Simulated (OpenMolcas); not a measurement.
Ge₂ at 2.392 Å: OpenMolcas input and output

Input (each module block was a call of its own in one work directory; start orbitals came from a preliminary run):

```
&GATEWAY
Coord
2
angstrom
Ge 0.0 0.0 0.0
Ge 0.0 0.0 2.3920
Basis=ANO-RCC-VTZP
Group=XY
RX2C
AMFI
ANGMom
0.0 0.0 0.0
RICD
&SEWARD
&GUESSORB
* RASSCF and CASPT2 blocks for each multiplicity and irrep, as for the first:
&RASSCF
FileOrb=$CurrDir/o31.orb
Symmetry=1
Spin=3
nActEl=8 0 0
Inactive=16 12
RAS2=4 4
CIRoot=5 5 1
Linear
Iterations=120 100
OrbListing=Nothing
PRWF=0.15
>>COPY $Project.RasOrb $CurrDir/o31.orb
>>COPY $Project.rasscf.h5 $CurrDir/r31.h5
&CASPT2
XMultistate=all
Imaginary=0.2
IPEA=0.25
MaxIter=40
>>COPY $Project.JobMix JOB001
&RASSI
Nr of JobIphs=5 5 8 5 4 2
1 2 3 4 5
1 2 3 4 5 6 7 8
1 2 3 4 5
1 2 3 4
1 2
SpinOrbit
EJob
Omega
MEES
MESO
Properties=4
'AngMom' 3 'Mltpl  1' 1 'Mltpl  1' 2 'Mltpl  1' 3
Thrs=1.0d-4
>>COPY $Project.rassi.h5 $CurrDir/so.h5
```

```bash
pymolcas m.inp
```

C2 symmetry about the axis (a holds Σ, Δ, Γ; b holds Π, Φ, H; Σ⁺ and Σ⁻ are not told apart); roots by multiplicity and irrep: 3a 5, 3b 8, 1a 5, 1b 4, 5b 2.

RASSI part of the output, in excerpt:

```
SPIN-FREE ENERGIES:
  (Shifted by EMIN (a.u.) =      -4194.3206416629)
 SF State       Relative EMIN(au)   Rel lowest level(eV)    D:o, cm**(-1)      Abs_M
     1             0.0000000000        0.0000000000              0.0000         0.0
     6             0.0020881129        0.0568204461            458.2878         1.0
     7             0.0020881129        0.0568204461            458.2878         1.0
    14             0.0171989389        0.4680069689           3774.7308         2.0
    15             0.0172766886        0.4701226472           3791.7949         2.0
    16             0.0210721324        0.5734019351           4624.7985         0.0
    19             0.0234439596        0.6379426404           5145.3544         1.0
    20             0.0234439596        0.6379426404           5145.3544         1.0
    17             0.0415578253        1.1308460366           9120.8884         0.0
    23             0.0462121741        1.2574973195          10142.3999         1.0
    24             0.0462121741        1.2574973195          10142.3999         1.0
     9             0.0762624108        2.0752059161          16737.6645         1.0
     8             0.0762624108        2.0752059161          16737.6645         1.0
    18             0.0795223190        2.1639125381          17453.1317         0.0
     2             0.0797321295        2.1696217731          17499.1797         0.0
     3             0.0871836489        2.3723879435          19134.5992         2.0
     4             0.0872287549        2.3736153413          19144.4988         2.0
    10             0.0896376497        2.4391647072          19673.1901         1.0
    11             0.0896376497        2.4391647072          19673.1901         1.0
     5             0.0956712082        2.6033461998          20997.4032         0.0
    21             0.0962768694        2.6198270807          21130.3304         1.0
    22             0.0962768694        2.6198270807          21130.3304         1.0
    12             0.0999037667        2.7185199843          21926.3424         3.0
    13             0.0999037667        2.7185199843          21926.3424         3.0
++ Dipole transition strengths (spin-free states):
     for osc. strength at least  1.00000000E-05
      From   To        Osc. strength     Einstein coefficients Ax, Ay, Az (sec-1)    Total A (sec-1)
         1    6       1.25636417E-04  2.91520966E+00  1.46856699E+01  0.00000000E+00  1.76008795E+01
         1    7       1.25636421E-04  1.46856697E+01  2.91521032E+00  0.00000000E+00  1.76008800E+01
         6    9       9.97329334E-05  0.00000000E+00  0.00000000E+00  1.76301645E+04  1.76301645E+04
         6    8       3.68206134E-03  0.00000000E+00  0.00000000E+00  6.50891785E+05  6.50891785E+05
         6   10       8.40106924E-04  0.00000000E+00  0.00000000E+00  2.06896504E+05  2.06896504E+05
         6   11       1.08670476E-04  0.00000000E+00  0.00000000E+00  2.67627143E+04  2.67627143E+04
         6   13       1.57601928E-05  0.00000000E+00  0.00000000E+00  4.84494815E+03  4.84494815E+03
         7    9       3.68206128E-03  0.00000000E+00  0.00000000E+00  6.50891775E+05  6.50891775E+05
         7    8       9.97329385E-05  0.00000000E+00  0.00000000E+00  1.76301654E+04  1.76301654E+04
         7   10       1.08670467E-04  0.00000000E+00  0.00000000E+00  2.67627120E+04  2.67627120E+04
         7   11       8.40106973E-04  0.00000000E+00  0.00000000E+00  2.06896516E+05  2.06896516E+05
         7   12       1.57601954E-05  0.00000000E+00  0.00000000E+00  4.84494896E+03  4.84494896E+03
        14   19       4.25376844E-04  5.27203705E+02  5.82733214E+00  0.00000000E+00  5.33031038E+02
        14   20       4.25375847E-04  5.82732148E+00  5.27202467E+02  0.00000000E+00  5.33029788E+02
        15   19       4.20076792E-04  5.61260360E+00  5.07751664E+02  0.00000000E+00  5.13364268E+02
        15   20       4.20076789E-04  5.07751688E+02  5.61257608E+00  0.00000000E+00  5.13364264E+02
        19   17       2.02314183E-03  2.11603493E+04  1.68110708E+02  0.00000000E+00  2.13284600E+04
        19   21       1.14721421E-02  0.00000000E+00  0.00000000E+00  1.95528795E+06  1.95528795E+06
        19   22       7.42130483E-04  0.00000000E+00  0.00000000E+00  1.26487170E+05  1.26487170E+05
        20   17       2.02314209E-03  1.68110950E+02  2.11603518E+04  0.00000000E+00  2.13284628E+04
        20   21       7.42130487E-04  0.00000000E+00  0.00000000E+00  1.26487171E+05  1.26487171E+05
        20   22       1.14721422E-02  0.00000000E+00  0.00000000E+00  1.95528796E+06  1.95528796E+06
         9    2       1.62800010E-05  4.02272756E-01  5.89501961E+00  0.00000000E+00  6.29729236E+00
         9    3       8.70388613E-05  1.99045567E+01  3.13650733E+02  0.00000000E+00  3.33555290E+02
         9    4       1.14822447E-04  4.20921673E+02  2.27497135E+01  0.00000000E+00  4.43671386E+02
         9    5       6.29516832E-04  4.92569673E+02  7.12673754E+03  0.00000000E+00  7.61930721E+03
         8    2       1.62799620E-05  5.89498792E+00  4.02289327E-01  0.00000000E+00  6.29727725E+00
         8    3       8.70389185E-05  3.13650922E+02  1.99045872E+01  0.00000000E+00  3.33555509E+02
         8    4       1.14822316E-04  2.27498901E+01  4.20920987E+02  0.00000000E+00  4.43670877E+02
         8    5       6.29516383E-04  7.12672483E+03  4.92576947E+02  0.00000000E+00  7.61930177E+03
        18   21       2.03834931E-03  2.02108236E+03  1.63635543E+04  0.00000000E+00  1.83846367E+04
        18   22       2.03834933E-03  1.63635540E+04  2.02108279E+03  0.00000000E+00  1.83846368E+04
         3   10       8.30569051E-05  1.31202421E+01  2.95050355E+00  0.00000000E+00  1.60707457E+01
         3   11       8.30568506E-05  2.95050369E+00  1.31202314E+01  0.00000000E+00  1.60707351E+01
         3   12       6.90713607E-04  1.46474432E+01  3.57615214E+03  0.00000000E+00  3.59079959E+03
         3   13       6.90713605E-04  3.57615214E+03  1.46474370E+01  0.00000000E+00  3.59079958E+03
         4   10       1.04229209E-04  2.99679788E+00  1.64360289E+01  0.00000000E+00  1.94328268E+01
         4   11       1.04228914E-04  1.64359955E+01  2.99677639E+00  0.00000000E+00  1.94327719E+01
         4   12       5.37117937E-04  2.74561033E+03  2.69262585E+01  0.00000000E+00  2.77253659E+03
         4   13       5.37117949E-04  2.69263180E+01  2.74561034E+03  0.00000000E+00  2.77253666E+03
        10    5       4.32119999E-04  5.02758593E+02  2.67291783E+00  0.00000000E+00  5.05431511E+02
        11    5       4.32120373E-04  2.67287635E+00  5.02759072E+02  0.00000000E+00  5.05431949E+02
 Electric-quadrupole - electric-quadrupole not included
 Electric-dipole - electric-octupole not included
 Electric-dipole - magnetic-quadrupole not included
   Eigenvalues of complex Hamiltonian:
  (Shifted by EMIN (a.u.) =      -4194.3206416629)
 SO State       Relative EMIN(au)   Rel lowest level(eV)    D:o, cm**(-1)      Omega
     1            -0.0007197725        0.0000000000              0.0000         0.0
     2            -0.0002784220        0.0120097595             96.8652         1.0
     3            -0.0002784220        0.0120097595             96.8652         1.0
     4             0.0004188123        0.0309824713            249.8905         2.0
     5             0.0004188129        0.0309824862            249.8906         2.0
     6             0.0019209262        0.0718570720            579.5664         1.0
     7             0.0019209262        0.0718570733            579.5664         1.0
     8             0.0036921278        0.1200539222            968.3002         0.0
     9             0.0037562481        0.1217987246            982.3730         0.0
    10             0.0170029410        0.4822596037           3889.6860         2.0
    11             0.0170818866        0.4844078231           3907.0126         2.0
    12             0.0213597123        0.6008133890           4845.8868         0.0
    13             0.0235395013        0.6601284706           5324.2952         1.0
    14             0.0235395012        0.6601284680           5324.2952         1.0
    15             0.0416612010        1.1532450404           9301.5485         0.0
    16             0.0443247561        1.2257240671           9886.1313         1.0
    17             0.0443247561        1.2257240671           9886.1313         1.0
    18             0.0450555801        1.2456108011          10046.5286         0.0
    19             0.0452625934        1.2512439194          10091.9628         0.0
    20             0.0460891036        1.2737344082          10273.3608         1.0
    21             0.0460891036        1.2737344082          10273.3608         1.0
    22             0.0471265091        1.3019636501          10501.0450         2.0
    23             0.0471265527        1.3019648359          10501.0546         2.0
    24             0.0482955789        1.3337756583          10757.6262         3.0
    25             0.0482955789        1.3337756583          10757.6262         3.0
    26             0.0760490386        2.0889857700          16848.8065         2.0
    27             0.0760626637        2.0893565291          16851.7969         2.0
    28             0.0764252700        2.0992235483          16931.3798         1.0
    29             0.0764252700        2.0992235483          16931.3798         1.0
    30             0.0766281206        2.1047433951          16975.9003         0.1
    31             0.0767031635        2.1067854149          16992.3703         0.1
    32             0.0773427799        2.1241902659          17132.7499         0.0
    33             0.0797915085        2.1908235633          17670.1837         1.0
    34             0.0797915085        2.1908235642          17670.1837         1.0
    35             0.0812685667        2.2310163667          17994.3605         0.0
    36             0.0834615958        2.2906917290          18475.6748         1.0
    37             0.0834615958        2.2906917287          18475.6748         1.0
    38             0.0871848142        2.3920056629          19292.8268         2.0
    39             0.0872299197        2.3932330457          19302.7263         2.0
    40             0.0880344342        2.4151249994          19479.2968         0.1
    41             0.0880810398        2.4163932033          19489.5256         0.2
    42             0.0889860739        2.4410204347          19688.1576         1.0
    43             0.0889860739        2.4410204347          19688.1576         1.0
    44             0.0909522688        2.4945233243          20119.6875         3.0
    45             0.0909522688        2.4945233243          20119.6875         3.0
    46             0.0913887304        2.5064000482          20215.4797         2.0
    47             0.0913927843        2.5065103605          20216.3694         2.0
    48             0.0956820134        2.6232262313          21157.7464         1.0
    49             0.0956820134        2.6232262316          21157.7464         1.0
    50             0.0963784304        2.6421767040          21310.5923         0.0
    51             0.0969653703        2.6581481520          21439.4107         1.0
    52             0.0969653703        2.6581481522          21439.4107         1.0
    53             0.0978901532        2.6833127759          21642.3771         2.0
    54             0.0979038679        2.6836859725          21645.3871         2.0
    55             0.0999094882        2.7382616801          22085.5699         3.0
    56             0.0999094882        2.7382616803          22085.5699         3.0
    57             0.1020391183        2.7962118666          22552.9697         4.0
    58             0.1020392723        2.7962160594          22553.0035         4.0
 Weights of the five most important spin-orbit-free states for each spin-orbit state.
 SO State  Total energy (au)           Spin-free states, spin, and weights
    1        -0.000720       1 1.0  0.9768   16 0.0  0.0154   17 0.0  0.0026   24 2.0  0.0021   23 2.0  0.0021
    2        -0.000278       1 1.0  0.9943   24 2.0  0.0027   23 2.0  0.0025   10 1.0  0.0002    8 1.0  0.0001
    3        -0.000278       1 1.0  0.9943   23 2.0  0.0027   24 2.0  0.0025   11 1.0  0.0002    9 1.0  0.0001
    4         0.000419       6 1.0  0.5000    7 1.0  0.5000    3 1.0  0.0000    4 1.0  0.0000    2 1.0  0.0000
    5         0.000419       7 1.0  0.5000    6 1.0  0.5000    4 1.0  0.0000    3 1.0  0.0000    2 1.0  0.0000
    6         0.001921       7 1.0  0.6593    6 1.0  0.3340   20 0.0  0.0051   19 0.0  0.0011    2 1.0  0.0004
    7         0.001921       6 1.0  0.6593    7 1.0  0.3340   19 0.0  0.0051   20 0.0  0.0011    2 1.0  0.0004
    8         0.003692       6 1.0  0.4996    7 1.0  0.4996    2 1.0  0.0007    5 1.0  0.0001   18 0.0  0.0000
    9         0.003756       6 1.0  0.5000    7 1.0  0.5000    5 1.0  0.0000    2 1.0  0.0000    4 1.0  0.0000
   10         0.017003      14 0.0  0.9966    8 1.0  0.0007    9 1.0  0.0007   12 1.0  0.0007   13 1.0  0.0007
   11         0.017082      15 0.0  0.9966   12 1.0  0.0007   13 1.0  0.0007    8 1.0  0.0007    9 1.0  0.0007
   12         0.021360      16 0.0  0.9836    1 1.0  0.0153    9 1.0  0.0004    8 1.0  0.0004   17 0.0  0.0002
   13         0.023540      20 0.0  0.8559   19 0.0  0.1372    7 1.0  0.0038    6 1.0  0.0025    2 1.0  0.0005
   14         0.023540      19 0.0  0.8559   20 0.0  0.1372    6 1.0  0.0038    7 1.0  0.0025    2 1.0  0.0005
   15         0.041661      17 0.0  0.9960    1 1.0  0.0025   23 2.0  0.0007   24 2.0  0.0007   10 1.0  0.0000
   16         0.044325      24 2.0  0.4978   23 2.0  0.4978    1 1.0  0.0043    9 1.0  0.0000    8 1.0  0.0000
   17         0.044325      23 2.0  0.4978   24 2.0  0.4978    1 1.0  0.0043    8 1.0  0.0000    9 1.0  0.0000
   18         0.045056      24 2.0  0.4982   23 2.0  0.4982    9 1.0  0.0017    8 1.0  0.0017   10 1.0  0.0000
...
```

g and u states are not told apart. Only roots inside an energy window near the equilibrium distance were included, so the list of states is not complete; labels number the states computed. Each spin and symmetry block has orbitals of its own, averaged over its own roots, so gaps between blocks are less sure than gaps within one and near the minimum can be off by tenths of an eV, in bad cases by more. No Rydberg orbitals are active, so Rydberg states, and σ→σ* states whose orbital the CASSCF left unused, can be missing between those listed. CASPT2 splits the two components of degenerate states numerically, here by up to 17 cm⁻¹. No roots were computed in block 5a (none fell in the window or the block failed), so states of that kind are missing and can lie low or lowest.
